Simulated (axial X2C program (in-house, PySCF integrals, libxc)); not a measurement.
# Outer orbitals of InF at 2.009 Å, HF

All values were computed with an in-house relativistic program for diatomic molecules. Spin-free means the one-electron spin-free X2C Hamiltonian; two-component (2c) means X2C with spin–orbit coupling and atomic mean-field two-electron Coulomb and Gaunt terms, so the difference of the two also holds small scalar two-electron terms. Basis: In dyall-v3z [11s12p9d1f], F dyall-v3z [6s5p2d1f] (cores contracted in-house); Gaussian nuclei, density fitting, unrestricted open shells. Masses: In 114.904 u, F 18.998 u.

The distance is close to the 2c PBE0 minimum; the highest filled and lowest empty levels are listed.

Spin-free orbitals, state M_S = 0, Λ = 0 (closed shell) (Löwdin shares):

```
symmetry  occupied  ε (eV)            atomic character
     δ+α       yes  -28.05                   100% In d
     δ-α       yes  -28.05                   100% In d
     π+α       yes  -27.85                   100% In d
     π-α       yes  -27.85                   100% In d
      σα       yes  -27.79                    96% In d
      σα       yes  -15.66  82% F p, 12% In s, 2% In d
     π-α       yes  -14.59            94% F p, 2% In d
     π+α       yes  -14.59            94% F p, 2% In d
      σα       yes   -9.60  76% In s, 13% In p, 9% F p
     π-α        no    0.51                    97% In p
     π+α        no    0.51                    97% In p
      σα        no    1.85  88% In p, 8% In d, 2% In s
      σα        no    3.34  88% In s, 7% In p, 4% In d
```

One partner of each degenerate Kramers or spin pair is listed.

Spinors with spin–orbit coupling (state Ω = 0):

```
  ω  occupied  ε (eV)            atomic character     λ mixture
3/2       yes  -28.58                   100% In d  86% δ, 14% π
1/2       yes  -28.39                    99% In d  63% π, 37% σ
5/2       yes  -27.69                   100% In d        100% δ
3/2       yes  -27.52                   100% In d  86% π, 14% δ
1/2       yes  -27.46                    98% In d  63% σ, 37% π
1/2       yes  -15.66  82% F p, 12% In s, 2% In d        100% σ
1/2       yes  -14.61            94% F p, 2% In d        100% π
3/2       yes  -14.58            94% F p, 2% In d        100% π
1/2       yes   -9.60  75% In s, 13% In p, 9% F p        100% σ
1/2        no    0.46                    96% In p        100% π
3/2        no    0.55                    97% In p        100% π
1/2        no    1.85  88% In p, 8% In d, 2% In s        100% σ
1/2        no    3.34  88% In s, 7% In p, 4% In d        100% σ
```

One partner of each degenerate Kramers or spin pair is listed.

(1) How does the gap between the highest filled and lowest empty level change from the spin-free to the 2c table?

Mulliken charges and populations of the two-component result (they depend on the basis, above all on diffuse functions):

In 0.66 e (s 9.89 p 18.35 d 20.07 f 0.04), F -0.66 e (s 3.96 p 5.69).

Occupations by symmetry block were frozen at the best pattern of an incomplete PBE0 search.

Answers

(1) From 10.11 to 10.06 eV at HF, a change of -0.05 eV.
